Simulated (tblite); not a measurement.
Compound: C₇H₁₀N₂.
Structure used (GFN2-xTB), in Å, numbered top down from 1:
```xyz
19
C7H10N2 angstrom
C     -2.7332   -0.6430    0.6018
C     -1.9668    0.2184   -0.0390
C     -0.9421   -0.1626   -1.0688
N      0.3454    0.3995   -0.7562
N      0.7885    1.4706   -1.4125
C      1.9564    1.7666   -0.8779
C      2.2767    0.8715    0.1501
C      1.2093   -0.0006    0.2064
C      0.9551   -1.1788    1.0739
H     -2.6746   -1.7036    0.4153
H     -3.4592   -0.3272    1.3310
H     -2.0326    1.2797    0.1585
H     -0.8628   -1.2513   -1.1485
H     -1.2273    0.2515   -2.0412
H      2.5237    2.5990   -1.2442
H      3.1565    0.8625    0.7606
H      0.9426   -2.0962    0.4834
H      1.7406   -1.2599    1.8201
H     -0.0060   -1.0868    1.5795
```

All values are computed: GFN2-xTB (tblite) harmonic vibrations without scaling, gas phase. The method is semi-empirical: single wavenumbers can be off by several per cent or more. One conformer, not necessarily the lowest.

Harmonic wavenumbers (cm⁻¹): 51.5, 68.9, 127.5, 137.0, 237.4, 249.6, 351.8, 365.6, 412.8, 585.5, 603.6, 628.2, 679.0, 794.3, 808.4, 845.0, 900.2, 913.3, 917.1, 962.9, 998.3, 1025.0, 1038.0, 1047.6, 1095.0, 1138.4, 1181.7, 1197.0, 1263.0, 1307.1, 1330.0, 1367.9, 1401.9, 1404.6, 1411.7, 1428.1, 1476.6, 1480.1, 1496.3, 1568.2, 1716.2, 2948.9, 2959.8, 2986.1, 3009.9, 3055.4, 3071.5, 3096.2, 3128.7, 3167.5, 3179.2.

A = 3124, B = 1267, C = 987.8 MHz; mass 122.084 u (most abundant isotopes); point group C1, symmetry number 1.

Q: Zero-point energy?

A: Half the sum of the wavenumbers: 34308 cm⁻¹ = 98.09 kcal/mol.

Q: Entropy at 298.15 K, 1 bar (ideal gas, RRHO, classical rotation)?

A: Translation 40.34, rotation 28.80, vibration 25.01: S = 94.2 cal/(mol K).

Q: And Cp and H(298.15 K) − H(0)?

A: Cp = 35.18 cal/(mol K), of which vibrations give 27.23 (their classical limit is 51 R = 101.3); H(298.15 K) − H(0) = 6.32 kcal/mol without the zero-point energy, 3.95 from vibrations.

Q: What must be added to the electronic energy to get the Gibbs energy at 298.15 K and 1 bar?

A: ZPE + [H(298.15 K) − H(0)] − T·S = 98.09 + 6.32 − 28.07 = 76.34 kcal/mol.

Q: Which modes carry the vibrational entropy at 298.15 K?

A: 51.5 cm⁻¹: 4.76; 68.9 cm⁻¹: 4.18; 127.5 cm⁻¹: 2.98; 137.0 cm⁻¹: 2.85; 237.4 cm⁻¹: 1.82; 249.6 cm⁻¹: 1.73 cal/(mol K); the other 45 give 6.69 together.

Hindered rotation and anharmonicity are outside this model. Other conformers, if any are populated, would add a mixing term that is left out. The structure is chiral; the term R ln 2 for an equal mix with its mirror image is left out.
